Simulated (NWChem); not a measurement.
System: C₂H₇Al; SMILES [CH3][AlH][CH3]

Input file for NWChem:

```
start job
memory heap 200 mb stack 900 mb global 1100 mb
geometry units angstroms
  Al    -0.000001    -0.000058     0.479338
  C     -1.734207     0.115515    -0.448640
  H     -2.388555    -0.719592    -0.160943
  H     -1.651802     0.109646    -1.541530
  H     -2.271551     1.030498    -0.161549
  C      1.734206    -0.115501    -0.448653
  H      2.388392     0.719796    -0.161133
  H      1.651779    -0.109850    -1.541542
  H      2.271740    -1.030318    -0.161392
  H     -0.000001    -0.000140     2.079207
end
basis spherical
  * library 6-31g*
end
dft
  xc hfexch
  iterations 150
end
driver
  maxiter 120
end
task dft optimize
task dft freq
```

Parts of the log:

```
             Northwest Computational Chemistry Package (NWChem) 7.3.0
             --------------------------------------------------------

 C2V symmetry detected

                             Geometry "geometry" -> ""
                             -------------------------

 Output coordinates in angstroms (scale by  1.889725989 to convert to a.u.)

  No.       Tag          Charge          X              Y              Z
 ---- ---------------- ---------- -------------- -------------- --------------
    1 Al                  13.0000     0.00000000     0.00000000     0.50437694
    2 C                    6.0000    -1.73804899     0.00000000    -0.42360756
    3 H                    1.0000    -2.33523297    -0.87699853    -0.13621532
    4 H                    1.0000    -1.65543239     0.00000000    -1.51649705
    5 H                    1.0000    -2.33523297     0.87699853    -0.13621532
    6 C                    6.0000     1.73804899     0.00000000    -0.42360756
    7 H                    1.0000     2.33523297     0.87699853    -0.13621532
    8 H                    1.0000     1.65543239     0.00000000    -1.51649705
    9 H                    1.0000     2.33523297    -0.87699853    -0.13621532
   10 H                    1.0000     0.00000000     0.00000000     2.10424594

 Effective nuclear repulsion energy (a.u.)      95.6548179760

      Symmetry information
      --------------------

 Group name             C2v
 Group number             16
 Group order               4
 No. of unique centers     5

                                Z-matrix (autoz)
                                --------

 Units are Angstrom for bonds and degrees for angles

      Type          Name      I     J     K     L     M      Value
      ----------- --------  ----- ----- ----- ----- ----- ----------
    1 Stretch                  1     2                       1.97027
    2 Stretch                  1     6                       1.97027
    3 Stretch                  1    10                       1.59987
    4 Stretch                  2     3                       1.09925
    5 Stretch                  2     4                       1.09601
    6 Stretch                  2     5                       1.09925
    7 Stretch                  6     7                       1.09925
    8 Stretch                  6     8                       1.09601
    9 Stretch                  6     9                       1.09925
   10 Bend                     1     2     3               110.86062
   11 Bend                     1     2     4               113.77576
   12 Bend                     1     2     5               110.86062
   13 Bend                     1     6     7               110.86062
   14 Bend                     1     6     8               113.77576
   15 Bend                     1     6     9               110.86062
   16 Bend                     2     1     6               123.80242
   17 Bend                     2     1    10               118.09879
   18 Bend                     3     2     4               107.55681
   19 Bend                     3     2     5               105.84405
   20 Bend                     4     2     5               107.55681
   21 Bend                     6     1    10               118.09879
   22 Bend                     7     6     8               107.55681
   23 Bend                     7     6     9               105.84405
   24 Bend                     8     6     9               107.55681
   25 Torsion                  2     1     6     7         121.37461
   26 Torsion                  2     1     6     8           0.00000
   27 Torsion                  2     1     6     9        -121.37461
   28 Torsion                  3     2     1     6         121.37461
   29 Torsion                  3     2     1    10         -58.62539
   30 Torsion                  4     2     1     6           0.00000
   31 Torsion                  4     2     1    10         180.00000
   32 Torsion                  5     2     1     6        -121.37461
   33 Torsion                  5     2     1    10          58.62539
   34 Torsion                  7     6     1    10         -58.62539
   35 Torsion                  8     6     1    10         180.00000
   36 Torsion                  9     6     1    10          58.62539

  xc_inp: hfexch multiplicative factor not found.

                           NWChem Geometry Optimization
                           ----------------------------

 maximum gradient threshold         (gmax) =   0.000450
 rms gradient threshold             (grms) =   0.000300
 maximum cartesian step threshold   (xmax) =   0.001800
 rms cartesian step threshold       (xrms) =   0.001200
 fixed trust radius                (trust) =   0.300000
 source of zmatrix                         =   autoz

          -------------------
          Energy Minimization
          -------------------

 Using diagonal initial Hessian
 Scaling for Hessian diagonals: bonds = 1.00  angles = 0.25  torsions = 0.10

          --------
          Step   0

                                 NWChem DFT Module
                                 -----------------

 Summary of "ao basis" -> "ao basis" (spherical)
 ------------------------------------------------------------------------------
       Tag                 Description            Shells   Functions and Types
 ---------------- ------------------------------  ------  ---------------------
 Al                          6-31g*                  8       18   4s3p1d
 C                           6-31g*                  6       14   3s2p1d
 H                           6-31g*                  2        2   2s

      Symmetry analysis of basis
      --------------------------

        a1         25
        a2          7
        b1         18
        b2         10

[...]

      ----------------------
      Optimization converged
      ----------------------

  Step       Energy      Delta E   Gmax     Grms     Xrms     Xmax
  ---- ---------------- -------- -------- -------- -------- --------
@    7    -321.70795598 -5.6D-08  0.00001  0.00000  0.00007  0.00016
                                     ok       ok       ok       ok

                                Z-matrix (autoz)
                                --------

 Units are Angstrom for bonds and degrees for angles

[...]

 Rotational Constants
 --------------------
 A=   0.714589 cm-1  (  1.028112 K)
 B=   0.163589 cm-1  (  0.235363 K)
 C=   0.139862 cm-1  (  0.201226 K)

 Temperature                      =   298.15K
 frequency scaling parameter      =   1.0000

 Zero-Point correction to Energy  =   51.426 kcal/mol  (  0.081952 au)
 Thermal correction to Energy     =   55.403 kcal/mol  (  0.088291 au)
 Thermal correction to Enthalpy   =   55.995 kcal/mol  (  0.089234 au)

 Total Entropy                    =   78.169 cal/mol-K
   - Translational                =   38.079 cal/mol-K (mol. weight =  58.0363)
   - Rotational                   =   22.717 cal/mol-K (symmetry #  =        2)
   - Vibrational                  =   17.373 cal/mol-K

 Cv (constant volume heat capacity) =   19.558 cal/mol-K
   - Translational                  =    2.979 cal/mol-K
   - Rotational                     =    2.979 cal/mol-K
   - Vibrational                    =   13.600 cal/mol-K

[normal modes left out]

 ----------------------------------------------------------------------------
 Normal Eigenvalue ||           Projected Infra Red Intensities
  Mode   [cm**-1]  || [atomic units] [(debye/angs)**2] [(KM/mol)] [arbitrary]
 ------ ---------- || -------------- ----------------- ---------- -----------
    1       -0.000 ||    0.000000           0.000         0.000       0.000
    2       -0.000 ||    0.000040           0.001         0.039       0.009
    3        0.000 ||    0.000073           0.002         0.071       0.018
    4        0.000 ||    0.000067           0.002         0.065       0.016
    5        0.000 ||    0.000408           0.009         0.398       0.097
    6        0.000 ||    0.000042           0.001         0.041       0.010
    7       24.056 ||    0.000000           0.000         0.000       0.000
    8       34.744 ||    0.000033           0.001         0.032       0.008
    9      187.549 ||    0.005668           0.131         5.526       1.353
   10      411.188 ||    0.080264           1.852        78.246      19.163
   11      558.088 ||    0.040612           0.937        39.590       9.696
   12      578.243 ||    0.004169           0.096         4.065       0.995
   13      615.506 ||    0.000000           0.000         0.000       0.000
   14      693.675 ||    0.032258           0.744        31.447       7.701
   15      790.384 ||    0.179000           4.130       174.498      42.735
   16      818.214 ||    0.110887           2.558       108.098      26.474
   17      850.800 ||    0.284945           6.574       277.778      68.029
   18     1396.211 ||    0.042279           0.975        41.216      10.094
   19     1399.458 ||    0.005890           0.136         5.742       1.406
   20     1596.340 ||    0.000852           0.020         0.831       0.204
   21     1601.121 ||    0.000000           0.000         0.000       0.000
   22     1603.424 ||    0.001092           0.025         1.065       0.261
   23     1604.844 ||    0.002525           0.058         2.461       0.603
   24     1983.551 ||    0.318285           7.343       310.280      75.989
   25     3162.036 ||    0.027185           0.627        26.501       6.490
   26     3162.973 ||    0.000539           0.012         0.525       0.129
   27     3213.892 ||    0.000000           0.000         0.000       0.000
   28     3214.781 ||    0.059774           1.379        58.271      14.271
   29     3243.672 ||    0.005137           0.119         5.008       1.226
   30     3245.346 ||    0.054547           1.258        53.175      13.023
 ----------------------------------------------------------------------------
```

Level: Hartree-Fock/6-31G* (spherical d).
